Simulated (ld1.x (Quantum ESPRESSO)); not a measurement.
Building the RRKJ potential for nitrogen (PBEsol, scalar-relativistic).

ld1.x (Quantum ESPRESSO) 7.5 input, shortened:

```
&input
   title='N', zed=7., rel=1, dft='PBESOL', iswitch=3,
   config='[He] 2s2 2p2.5'
 /
 &inputp
   pseudotype=2, tm=.false., lloc=1,
   nlcc=.true., new_core_ps=.true., rcore=0.35
 /
2
2S  1  0   2.00   0.00  0.75  0.75  0.0
2P  2  1   2.50   0.00  1.70  1.70  0.0
 &test
   configts(1)='2s2 2p2.5'
 /
```

All-electron outer shells of the reference configuration (PBEsol, scalar-relativistic, ld1.x):

```csv
shell,level (eV),outermost node (bohr),outermost maximum (bohr)
2s,-24.98,0.32,1.00
2p,-13.37,–,0.94
```

Task: Estimate the cutoffs (Ry, on a coarse ladder) from which the occupation-weighted sum of valence levels, in a spherical-Bessel basis at the reference potential, stays within 10 and 1 mRy of its value at 400 Ry.

Result: 60 Ry and 160 Ry.

Task: Does the potential have ghost states?

Result: No extra level below or beside the all-electron valence levels (s, p, d, f tested).

Task: Which valence shell sets the plane-wave cutoff?

Result: 2s: its level needs 140 Ry to come within 1 mRy, against 45 Ry for 2p.

Task: Tests: 2s2 2p3; 2s2 2p2; 2s2 2p1; 2s2 2p3.3; 2s1 2p3; 2s1 2p4; 2s0 2p5. Which has the largest error in its energy relative to the reference configuration, and how large is it?

Result: 2s2 2p1, with +108 meV (all-electron minus pseudo) on +37.20 eV.
